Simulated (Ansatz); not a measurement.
CH3Si (SMILES C=[SiH]) moved off its minimum; all values from Ansatz (a quantum-chemistry and plane-wave program), cores frozen in correlated methods. Open shells are unrestricted.
(charge 0, multiplicity 2)
```xyz
5

C     -1.1147     0.3921     0.0165
Si     0.5467    -0.2993    -0.0479
H     -2.0239    -0.2361     0.0590
H     -1.1173     1.4733     0.0006
H      1.7814     0.5603    -0.0034
```

Forces at HF/def2-TZVPP (eV/Å):

```json
[
 {"atom": "C1", "Fx": "1.006", "Fy": "-0.827", "Fz": "-0.020"},
 {"atom": "Si2", "Fx": "-0.486", "Fy": "0.157", "Fz": "0.112"},
 {"atom": "H3", "Fx": "0.834", "Fy": "1.025", "Fz": "-0.093"},
 {"atom": "H4", "Fx": "-0.791", "Fy": "-0.193", "Fz": "0.064"},
 {"atom": "H5", "Fx": "-0.563", "Fy": "-0.161", "Fz": "-0.062"}
]
```

**Question.** Give the forces (eV/Å), the total energy and the dipole at MP2/aug-cc-pV(T+d)Z.

**Answer.** 
```tsv
atom	Fx	Fy	Fz
C1	2.323	-1.605	-0.077
Si2	-2.133	0.936	0.214
H3	0.702	0.786	-0.109
H4	-0.517	0.031	0.066
H5	-0.375	-0.148	-0.094
```
Energy -328.7208 hartree, dipole 0.92 D.

Doubts at one or more of the structures used: a spin-contaminated determinant (MP2/aug-cc-pV(T+d)Z, HF/def2-TZVPP).
